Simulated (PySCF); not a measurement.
H4Pb, SMILES [PbH4]. Geometry optimised at PBE0-D3(BJ)/def2-TZVPD. The def2 effective core potentials stand for the cores of Pb; spin–orbit coupling is left out.

Computed equilibrium geometry at PBE0-D3(BJ)/def2-TZVPD (PySCF confirms it by a frequency run) as bond lengths and angles, and its point group:
point group Td.
Atoms: Pb1 H2 H3 H4 H5. Bonds (Å): Pb1–H2 1.750, Pb1–H3 1.750, Pb1–H4 1.750, Pb1–H5 1.750. Angles (°): H2–Pb1–H3 109.5, H2–Pb1–H4 109.5, H2–Pb1–H5 109.5, H3–Pb1–H4 109.5, H3–Pb1–H5 109.5, H4–Pb1–H5 109.5.
